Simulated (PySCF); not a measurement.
# Dipole moment and polarisability of `C=C[Si@@H](CC#N)[SiH2]N`

Compound: C4H10N2Si2.
Cartesian coordinates in Å at the GFN2-xTB level; atoms count from 1:
```xyz
18
C4H10N2Si2 angstrom
C     -3.1526    0.2556   -0.3493
C     -2.0173   -0.4249   -0.3606
Si    -0.4825    0.0719    0.6175
C      0.3711   -1.6272    1.0024
C      1.5776   -1.4059    1.7188
N      2.5484   -1.1684    2.2808
Si     0.9369    1.5149   -0.5130
N      2.4773    0.7502   -0.5566
H     -3.2750    1.1328    0.2651
H     -4.0114   -0.0263   -0.9396
H     -1.9567   -1.2967   -1.0031
H     -0.9361    0.5605    1.9349
H     -0.2834   -2.2696    1.5929
H      0.6103   -2.1425    0.0709
H      0.5987    1.7110   -1.9284
H      0.9095    2.8549    0.1058
H      2.8555    0.3435    0.2857
H      3.2210    1.1724   -1.0893
```

Level: CAM-B3LYP/def2-SVPD (PySCF), static field, nuclei fixed, core orbitals frozen in the response. The polarisability tensor in these axes (au):

```
x   135.86  -1.91   9.84
y    -1.91 104.06  -6.89
z     9.84  -6.89  97.95
```

Q: Diagonalise the tensor; give its mean and Δα, where Δα² is half the sum of the squared differences of the eigenvalues.

A: Principal values 92.19, 107.06 and 138.62 au; mean 112.62 au = 16.69 Å³ = 18.57 × 10⁻⁴⁰ C²·m²/J; Δα = 41.07 au (36 % of the mean).

Q: What is the dipole moment, and where does it point?

A: (-2.78, -0.09, -2.09) D, 3.48 D in size, pointing from the negative to the positive side. Measured along this direction, the outermost atoms are N6 at the negative end and H10 at the positive end.

Q: What would n − 1 = 2πNα be for an ideal gas of these molecules at 273.15 K and 1 atm, electronic part alone?

A: N = p/kT = 2.6868 × 10¹⁹ cm⁻³, so n − 1 = 2π × N × 16.69 × 10⁻²⁴ cm³ = 2817 × 10⁻⁶ at long wavelengths.

Q: Find the Langevin capture rate constant for NH4+ (18.034 u) meeting this molecule (142.038 u), k = 2.342 × 10⁻⁹ cm³/s × √(α in Å³ / reduced mass in u).

A: The reduced mass is 16.00 u, so k = 2.39 × 10⁻⁹ cm³/s. The formula leaves out the permanent dipole, which adds to the capture rate.

Q: Estimate the molar refractivity from the static electronic polarisability.

A: Lorentz–Lorenz: R = (4π/3)N_A α = 2.5225 cm³/(mol·Å³) × 16.69 Å³ = 42.1 cm³/mol, in the limit of long wavelengths.

Q: Give the principal axes and the span of the nuclei along them.

A: Largest value along (0.96, -0.10, 0.25), where the nuclei span 7.24 Å; middle along (0.21, 0.87, -0.44), 5.38 Å; least along (-0.17, 0.47, 0.86), 3.24 Å. The response follows the extents in order.

Q: Sum over states: ᾱ = Σ f/ω², ω in Eh. What share falls to these 8 lowest TDDFT singlets (eV, f)? 5.74, 0.0063; 6.29, 0.0907; 6.51, 0.0201; 6.74, 0.0322; 6.90, 0.1952; 7.18, 0.0359; 7.36, 0.0033; 7.42, 0.0690.

A: They add up to 7.24 au, 6.4 % of the 112.62 au; the largest single term is 3.04 au, from the state at 6.90 eV. Terms in order: 0.14, 1.70, 0.35, 0.52, 3.04, 0.52, 0.04, 0.93 au. Higher excitations give the rest. The strengths listed sum to 0.453.

Isolated species at its GFN2-xTB geometry (one conformer only).
